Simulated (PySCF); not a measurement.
Cd(Me) (CH3Cd), SMILES [Cd+][CH3], charge +1. Geometry optimised at B3LYP-D3(BJ)/def2-TZVP. The multiplicity is an assumed one; other spin states were not compared. The isomer is the one that the SMILES or the coordinates give; other isomers of the formula were not compared. The def2 effective core potentials stand for the cores of Cd; spin–orbit coupling is left out.

The numbers are results of B3LYP-D3(BJ)/def2-TZVP (PySCF), not measurements.

Harmonic wavenumbers (cm⁻¹): 385, 773, 773, 1142, 1423, 1423, 3079, 3227, 3227. Rotational constants (GHz): 149.4, 7.332, 7.332; symmetry number 3.

Q: Work out the zero-point energy and the ideal-gas rigid-rotor harmonic-oscillator thermochemistry at 298.15 K and 1 atm.

A: ZPE = ½ Σ hcν = ½ × 15454 cm⁻¹ = 92.43 kJ/mol. H − E(el) = 103.75 kJ/mol. Entropy in J/(mol K): translation 169.21, rotation 79.65, vibration 6.55, total 255.41. G − E(el) = 27.60 kJ/mol. Cp = 47.22 J/(mol K).
